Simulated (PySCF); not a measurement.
**What builds the third ionisation energy along the second row**

All values are computed (PySCF 2.14, energy differences of UHF-based or UKS calculations, no spin-orbit coupling). Each column adds one step, in eV (sums use unrounded values): valence MP2, valence CCSD, valence triples, then the next inner shell at CCSD(T) (C 1s, N 1s, O 1s, F 1s, Ne 1s). References (NIST) marked * lie between the lowest fine-structure levels; the others compare directly ((s) semi-empirical, (t) theoretical).

```tsv
element	UHF	+ MP2	+ CCSD	+ (T)	+ inner shell	sum	reference
C [He] 2s2 → [He] 2s1 (dyall-acv3z, non-relativistic)	45.778	1.230	0.803	0.000	0.037	47.848	47.888
N [He] 2s2 2p1 → [He] 2s2 (dyall-acv3z, non-relativistic)	47.299	0.190	-0.247	0.029	0.051	47.322	47.445 (s) *
O [He] 2s2 2p2 → [He] 2s2 2p1 (dyall-acv3z, non-relativistic)	54.612	0.389	-0.217	0.011	0.044	54.839	54.936 (s) *
F [He] 2s2 2p3 → [He] 2s2 2p2 (dyall-acv3z, non-relativistic)	62.258	0.592	-0.224	0.002	0.039	62.668	62.708 (s) *
Ne [He] 2s2 2p4 → [He] 2s2 2p3 (dyall-acv3z, non-relativistic)	61.822	1.230	0.033	0.020	0.029	63.134	63.423 *
```

What remains against the references is mostly basis incompleteness and, for starred values, spin-orbit coupling.

**Question.** What share of the correlation contribution for Ne comes from the inner shell?

**Answer.** The four steps add to 1.312 eV, of which the inner shell gives 0.029 eV, or 2 %.
